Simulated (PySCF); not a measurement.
## V(SH)4: bond length varied

V(SH)4: V(IV) (d1), charge 0. The structure is a model geometry with rigid ligands and bond lengths from ionic radii, not a minimum; coordination tetrahedral, point group S4, metal–donor distances 2.20 Å.

The d shell alone is too small an active space for V(SH)4 (an active orbital has only 0.67 squared overlap with the free ion's shell): its levels, fitted parameters, g values and moments show what this model gives and aren't sound predictions.

```
9

V     0.000    0.000    0.000
S     1.270    1.270    1.270
H     0.481    2.348    1.415
S    -1.270   -1.270    1.270
H    -0.481   -2.348    1.415
S    -1.270    1.270   -1.270
H    -2.348    0.481   -1.415
S     1.270   -1.270   -1.270
H     2.348   -0.481   -1.415
```

Method (PySCF 2.14, density fitting): CASSCF(1,5) with orbitals averaged over all microstates of the shell, strongly contracted NEVPT2 on the averaged canonical orbitals; basis x2c-TZVPall on the metal, x2c-SVPall elsewhere; spin-free X2C; gas phase; spin-orbit coupling by state interaction with the mean-field operator over all roots.

All metal–ligand distances are scaled together.

```
bond length  group        ground  next state (NEVPT2) / cm⁻¹  orbital energies above the lowest (NEVPT2 fit) / cm⁻¹  μeff(300 K) / μB
    2.024 Å     S4  2B (from 2E)          2A (from 2E) 13639                              0 13639 19730 19730 25222              1.73
    2.112 Å     S4  2B (from 2E)          2A (from 2E) 11757                              0 11757 17849 17849 22299              1.73
    2.200 Å     S4  2B (from 2E)          2A (from 2E) 10190                              0 10190 16225 16225 19923              1.73
    2.288 Å     S4  2B (from 2E)           2A (from 2E) 8847                               0 8847 14843 14843 18008              1.73
```

Task: With what power of the bond length does 10Dq, as fitted to the states, fall?

Result: A log–log fit of these points gives 10Dq ∝ R^−2.0; a point-charge model has R^−5 (correlation -1.000).

The geometry is a model, and the complex may not exist in this form. Charge-transfer states lie outside this active space and may come lower than some of these levels. NEVPT2 lifts 2A (from 2E) from 6631 to 10190 cm⁻¹; on the d shell alone such lifts tend to overshoot. NEVPT2 on the d shell alone tends to put d–d bands too high for such charged or covalently bound ions.
